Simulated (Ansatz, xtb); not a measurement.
# Two isomers of F2GaH3OSi

Structure I is `F[SiH2][O][GaH][F]`, a singlet and structure II is `F[SiH](F)[O][GaH2]`, a singlet. Both are isolated molecules in the gas phase, relaxed with PBE0-D4/def2-SVP; the shapes shown needn't be the lowest conformers.

I (Å):

```xyz
8

F     1.4004   -0.7052    2.1995
F     1.3207   -0.6540   -1.6917
Ga   -0.3034   -0.3946   -1.0999
O    -0.3375    0.3673    0.5009
Si    0.6843    0.6795    1.7489
H    -0.1120    1.1720    2.9009
H     1.7607    1.6252    1.3528
H    -1.5582   -0.7645   -1.9108
```

II (Å):

```yaml
atoms:
  - { symbol: F, position_ang: [1.2006, -1.7662, 1.0546] }
  - { symbol: F, position_ang: [-1.2251, -2.5634, 0.7644] }
  - { symbol: Ga, position_ang: [-0.6912, 0.7072, -1.1394] }
  - { symbol: O, position_ang: [-0.6849, 0.0216, 0.5283] }
  - { symbol: Si, position_ang: [-0.3323, -1.3420, 1.3240] }
  - { symbol: H, position_ang: [-0.5486, -1.2117, 2.7739] }
  - { symbol: H, position_ang: [-0.2087, -0.2515, -2.2695] }
  - { symbol: H, position_ang: [-1.1882, 2.1809, -1.1792] }
```

Q: Which of the two would you expect CCSD(T)/def2-SVP + ΔMP2/def2-TZVPP electronic energies to favour?

A: Structure II; the calculation gives E(II) − E(I) = −71.0 kJ/mol.

How the difference moves with the method:

```csv
level,geometry,E(II) − E(I) (kJ/mol),departure from the last row (kJ/mol),"job, with rough time for the two"
PBE0-D4/def2-SVP,PBE0-D4/def2-SVP,−57.5,+13.5,"optimisation, 2.1 min"
HF/def2-SVP,PBE0-D4/def2-SVP,−57.4,+13.6,part of the CCSD(T) run
MP2/def2-SVP,PBE0-D4/def2-SVP,−51.6,+19.5,part of the CCSD(T) run
CCSD(T)/def2-SVP,PBE0-D4/def2-SVP,−51.8,+19.2,single point
CCSD(T)/def2-SVP + ΔMP2/def2-TZVPP,PBE0-D4/def2-SVP,−71.0,,"single point, 33 s"
```

As drawn, II has 1 F–Si, 1 Ga–H in place of 1 F–Ga, 1 Si–H.

None of the levels shown reverses the order. The largest departure from CCSD(T)/def2-SVP + ΔMP2/def2-TZVPP is that of MP2/def2-SVP, 19.5 kJ/mol. Levels run at GFN2-xTB geometries aren't shown. The last row adds to CCSD(T) the change of the MP2 difference between the two basis sets, here −19.2 kJ/mol, a large step that makes the value less sure.

With harmonic frequencies from PBE0-D4/def2-SVP (ideal gas, rigid rotor, one conformer each, 298.15 K, 1 atm): on the last row, ΔE + ΔZPE = −73.1 kJ/mol. A mode under 50 cm⁻¹ makes harmonic enthalpies and free energies unreliable, so none is given.

The correlated steps freeze 17 core orbitals; the filled d shell of Ga is correlated, in a basis made for valence electrons. Run with Ansatz 0.2.0; the last row on 2 threads of Arm Neoverse V1 on a shared host.
